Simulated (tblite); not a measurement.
Compound: C5H12N2.
Numbering: `[CH3:1]/[CH:2]=[N:3]\[N:4]([CH3:5])[CH2:6][CH3:7]` (hydrogens: H8, H9, H10 on C1; H11 on C2; H12, H13, H14 on C5; H15, H16 on C6; H17, H18, H19 on C7)

Geometry (GFN2-xTB, Å), atoms numbered from 1 in this order:
```
atom  x, y, z in Å
C1     2.230    0.964    0.058
C2     1.840   -0.361    0.662
N3     0.811   -1.091    0.555
N4    -0.281   -0.944   -0.182
C5    -1.313   -1.902    0.141
C6    -0.722    0.258   -0.861
C7    -1.421    1.262    0.060
H8     1.446    1.712    0.161
H9     2.463    0.852   -1.003
H10    3.122    1.336    0.558
H11    2.591   -0.807    1.304
H12   -0.836   -2.770    0.589
H13   -1.831   -2.205   -0.771
H14   -2.049   -1.504    0.848
H15    0.138    0.726   -1.339
H16   -1.414   -0.054   -1.650
H17   -0.789    1.502    0.913
H18   -1.637    2.179   -0.484
H19   -2.358    0.856    0.434
```

Calculated harmonic vibrations of the isolated species, GFN2-xTB (tblite), most abundant isotopes, no scaling. Against measured fundamentals such values can be off by several per cent, at times by over 20. One conformer, not necessarily the lowest.

Harmonic wavenumbers (cm⁻¹): 83.1, 108.2, 112.7, 162.1, 181.2, 203.2, 261.8, 328.4, 392.8, 426.6, 475.9, 684.4, 768.0, 789.8, 823.3, 950.3, 999.8, 1009.4, 1053.9, 1073.0, 1080.3, 1086.8, 1102.3, 1216.8, 1241.0, 1310.6, 1321.0, 1364.9, 1398.8, 1401.3, 1406.7, 1462.4, 1471.3, 1486.5, 1495.6, 1497.4, 1503.2, 1508.0, 1732.1, 2916.5, 2940.9, 2975.6, 2980.7, 3012.2, 3015.6, 3025.8, 3032.0, 3036.7, 3038.0, 3045.6, 3052.3.

A = 3466, B = 2125, C = 1481 MHz; mass 100.100 u (most abundant isotopes); point group C1, symmetry number 1.

Question: What is the zero-point energy?

Answer: Half the sum of the wavenumbers: 36523 cm⁻¹ = 104.43 kcal/mol.

Question: Give the ideal-gas entropy at 350 K and 1 bar in the rigid-rotor, harmonic-oscillator model (classical rotation).

Answer: Translation 40.54, rotation 28.26, vibration 29.23: S = 98.0 cal/(mol K).

Question: And Cp and H(350 K) − H(0)?

Answer: Cp = 38.76 cal/(mol K), of which vibrations give 30.81 (their classical limit is 51 R = 101.3); H(350 K) − H(0) = 8.27 kcal/mol without the zero-point energy, 5.49 from vibrations.

Question: What must be added to the electronic energy to get the Gibbs energy at 350 K and 1 bar?

Answer: ZPE + [H(350 K) − H(0)] − T·S = 104.43 + 8.27 − 34.31 = 78.39 kcal/mol.

Question: Blend soft modes into free rotors: weight 1/[1 + (100 cm⁻¹/ν̃)⁴] for the oscillator and the rest for a rotor with moment μB/(μ + B), μ = h/(8π²ν), B = 10⁻⁴⁴ kg m². What vibrational entropy results?

Answer: 28.02 cal/(mol K) in place of 29.23, which changes −T·S at 350 K by +0.42 kcal/mol.

Hindered rotation and anharmonicity are outside this model. Other conformers, if any are populated, would add a mixing term that is left out. The structure is chiral; the term R ln 2 for an equal mix with its mirror image is left out.
